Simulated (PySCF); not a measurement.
**Spinor energies of Pm(24+) (promethium, charge +24)**

Start: [Kr] 4d1; 4d3/2 filled at m_j = +3/2. Calculated with PySCF 2.14 in an even-tempered Gaussian basis (17 s from 1.8 bohr⁻², ratio 2.8; 14 p from 2.3 bohr⁻², ratio 2.8; 9 d from 2.3 bohr⁻², ratio 2.8; 3 f from 8.2 bohr⁻², ratio 3): generalised Hartree-Fock with the X2C-1e Hamiltonian and a Gaussian nucleus; one run each with spin-orbit coupling (SO) switched off, then screened by Boettger's factors.

```
spinor shell  electrons  ε, spin-free (eV)  ε, screened SO (eV)  weight of nominal j (screened SO)  rms radius, screened SO (bohr)
       1s1/2          2           -46153.4             -46146.0                              1.000                          0.0264
       2s1/2          2            -8242.7              -8240.3                              1.000                           0.107
       2p1/2          2            -7435.1              -7829.2                              1.000                          0.0918
       2p3/2          4            -7435.1              -7263.5                              1.000                          0.0979
       3s1/2          2            -2399.5              -2398.7                              1.000                           0.276
       3p1/2          2            -2140.7              -2223.0                              1.000                           0.267
       3p3/2          4            -2140.7              -2104.3                              1.000                           0.279
       3d3/2          4            -1788.0              -1803.5                              1.000                           0.250
       4s1/2          2            -986.91              -986.61                              1.000                           0.584
       4p1/2          2            -886.29              -910.96                              0.999                           0.594
       4p3/2          4            -886.29              -875.09                              0.999                           0.618
       4d3/2          1            -763.84              -767.64                              1.000                           0.619
```

**Question.** Where does 3d5/2 lie, and what is the 3d spin-orbit splitting (screened SO)?

**Answer.** At -1776.8 eV, 26.721 eV above 3d3/2.

```json
{"quantity": "E (hartree)", "spin-free": "-9755.01049", "screened SO": "-9760.52843"}
{"quantity": "M_J", "spin-free": "3/2", "screened SO": "3/2"}
{"quantity": "⟨J²⟩", "spin-free": "4.414", "screened SO": "3.751"}
{"quantity": "⟨L²⟩", "spin-free": "6.004", "screened SO": "6.038"}
{"quantity": "⟨S²⟩", "spin-free": "0.751", "screened SO": "0.786"}
```

Each row is a mean over spinors that exchange with the open shell spreads, by up to 9.892 eV (4p1/2).

Breit and QED terms are absent; they matter most for the inner s and p1/2 levels.

Densities and radii are taken from the X2C orbitals without a picture-change correction, which distorts them close to the nucleus.

Without spin-orbit coupling the j labels of p, d and f shells carry no meaning; the spin-free column gives the mean over the occupied spinors of each nl shell, and its ⟨J²⟩ belongs to a mixture of degenerate components.
